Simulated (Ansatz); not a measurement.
C2H6ClInO (`CC[O][InH][Cl]`), 11 atoms. Total charge 0; spin multiplicity 1. Correlated methods include outer-core shells of In, which these sets cover unevenly. In takes the def2 core potential. All runs use 4 threads of an Intel Xeon 6975P-C on a shared host. Correlated methods freeze the cores.

Problem. How many basis functions does each run have, and how long does it take in Ansatz? RKS CAM-B3LYP-D4/def2-TZVPP energy; RKS ωB97M-V/def2-SVP energy; RHF-CCSD(T)/def2-TZVPP energy; RKS PBE0-D4/def2-TZVP frequencies; RKS r2SCAN-D4/def2-TZVPP energy and forces; RHF-CCSD(T)/def2-SVP energy; RKS PBE0-D4/def2-QZVPP energy; RKS ωB97M-V/def2-QZVPP energy; RKS B97M-V/def2-TZVPP energy; RHF-MP2/def2-QZVPP energy; RKS PBE0-D4/def2-SVP energy; direct RPA on PBE orbitals/def2-TZVPP energy. (An estimate is asked.)

Solution. The calculation gave: Other jobs shared the machine, so times are rough.

```
                                level                job  functions  wall time  peak host memory (GiB)
                 RKS PBE0-D4/def2-SVP             energy        116      1.2 s                    0.53
             RKS r2SCAN-D4/def2-TZVPP  energy and forces        269      3.3 s                    0.42
          RKS CAM-B3LYP-D4/def2-TZVPP             energy        269      3.4 s                    0.91
                 RKS ωB97M-V/def2-SVP             energy        116      3.6 s                    0.53
                 RHF-CCSD(T)/def2-SVP             energy        116        6 s                    0.69
direct RPA on PBE orbitals/def2-TZVPP             energy        269        6 s                    0.81
                RKS B97M-V/def2-TZVPP             energy        269      6.5 s                    0.49
               RKS PBE0-D4/def2-QZVPP             energy        503      8.5 s                     2.1
               RKS ωB97M-V/def2-QZVPP             energy        503       16 s                     2.5
                   RHF-MP2/def2-QZVPP             energy        503       18 s                     3.5
               RHF-CCSD(T)/def2-TZVPP             energy        269       95 s                     8.4
                RKS PBE0-D4/def2-TZVP        frequencies        216    2.2 min                     0.7
```
